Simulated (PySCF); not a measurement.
CH4BFO. Atoms are numbered in the order given.

```xyz
8

B     -0.5866    -0.7974     0.0000
H     -1.5648    -1.5003     0.0000
F      0.6321    -1.3508     0.0000
O     -0.7195     0.5401     0.0000
C      0.4096     1.4010     0.0000
H      1.0324     1.2406     0.8946
H      0.0421     2.4366     0.0000
H      1.0324     1.2406    -0.8946
```

Geometry optimised at ωB97X-D3(BJ)/def2-SVP. The geometry has at least one imaginary mode, so it is a saddle point at that level. The values are those of a single conformer.

The numbers are results of PBE0/pcSseg-1 (PySCF), not measurements.

GIAO shieldings, no solvent; atoms alike by connectivity are averaged. δ = σ(ref) − σ: ¹¹B against BF3 (σ = 88.8 ppm); ¹H against TMS (σ = 31.56 ppm); ¹⁹F against CFCl3 (σ = 167.2 ppm); ¹⁷O against H2O (σ = 334.2 ppm); ¹³C against TMS (σ = 186.3 ppm), references at their B3LYP-D3(BJ)/def2-TZVP geometries, non-relativistic.

| nucleus | atoms | count | δ (ppm) |
|---|---|---|---|
| ¹¹B | B1 | 1 | 12.4 |
| ¹H | H2 | 1 | 4.45 |
| ¹H | H6, H7, H8 | 3 | 4.05 |
| ¹⁹F | F3 | 1 | -82.4 |
| ¹⁷O | O4 | 1 | 123.5 |
| ¹³C | C5 | 1 | 53.9 |
